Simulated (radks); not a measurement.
The numbers below are computed, except where a source is named.
Spin polarisation of the 5p5 shell in I. Start: [Kr] 4d10 5s2 5p(up 2.5, down 2.5); electrons of 5p are moved from spin down to spin up, other shells keep equal spins. Level of theory: scalar-relativistic Kohn-Sham, PBE, spin-polarised, spherical densities, point nucleus (a radial shooting solver on a logarithmic mesh with Libxc functionals).

moment (Bohr magnetons)  E - E(0) (eV)  e(5p up) (eV)  e(5p down) (eV)  5s down minus up (eV)  4d down minus up (eV)  4p down minus up (eV)
0                                0.000         -7.086           -7.086                  0.000                  0.000                 0.000
0.25                            -0.010         -7.162           -7.006                  0.154                  0.025                  0.016
0.5                             -0.039         -7.236           -6.924                  0.308                  0.050                  0.032
0.75                            -0.088         -7.306           -6.838                  0.462                  0.075                  0.048
1                               -0.156         -7.373           -6.748                  0.617                  0.100                  0.063

At moment 1 the spin-polarisation energy is -0.156 eV and the 5p exchange splitting 0.625 eV, that is 0.625 eV per Bohr magneton; E = -I m^2/4 would give I = 0.624 eV.
